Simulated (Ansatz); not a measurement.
Geometry optimisation, UKS PBE/def2-SVP in Ansatz 0.2.0.

The input (input.yaml):

```yaml
crystal:
  periodic: [false, false, false]
  atoms:
    - { symbol: F, position_ang: [1.6913, 0.3357, 0.9779] }
    - { symbol: C, position_ang: [1.413, 0.4797, -0.3697] }
    - { symbol: S, position_ang: [0.3799, -0.8975, -0.9407] }
    - { symbol: Si, position_ang: [-1.2618, -0.6491, 0.2684] }
    - { symbol: Cl, position_ang: [-2.2294, 1.109, -0.2292] }
    - { symbol: H, position_ang: [2.3847, 0.4778, -0.8772] }
    - { symbol: H, position_ang: [0.9641, 1.4467, -0.5672] }
    - { symbol: H, position_ang: [-2.2612, -1.7299, -0.0362] }
    - { symbol: H, position_ang: [-0.9922, -0.6185, 1.7567] }
magnetization:
  spin_polarized: true
basis:
  gaussian: { orbitals: def2-SVP }
hamiltonian:
  xc: pbe
relax:
  f_tol: 0.02
  max_steps: 50
```

Launched with:

```bash
$ ansatz run input.yaml --threads 2 --pin off --max-ram 3072MiB --backend cpu --events-out ev --progress --plain --runs-dir out
```

Q: Where does it end, and by what steps?

A: The forces met the threshold. The force dipped under the threshold on the way, but the program's further checks kept it going. After 9 steps the energy has fallen by 0.203 eV; F1 moved furthest, 0.17 Å.

```tsv
step	energy less start (eV)	largest force component (eV/Å)	accepted
0	0.0000	1.601	yes
1	-0.1761	0.433	yes
2	-0.1943	0.326	yes
3	-0.1997	0.163	yes
4	-0.2009	0.064	yes
5	-0.2015	0.051	yes
6	-0.2021	0.029	yes
7	-0.2026	0.035	yes
8	-0.2032	0.010	yes
9	-0.2035	0.015	yes
```

```xyz
9
Properties=species:S:1:pos:R:3
F 1.790 0.475 0.979
C 1.446 0.486 -0.349
S 0.468 -0.988 -0.852
Si -1.328 -0.655 0.287
Cl -2.153 1.211 -0.157
H 2.360 0.452 -0.979
H 0.858 1.403 -0.570
H -2.259 -1.747 -0.143
H -1.093 -0.683 1.767
```

Run time: 36 s on 2 threads of Arm Neoverse V2, on a shared host, peak memory 0.21 GiB.
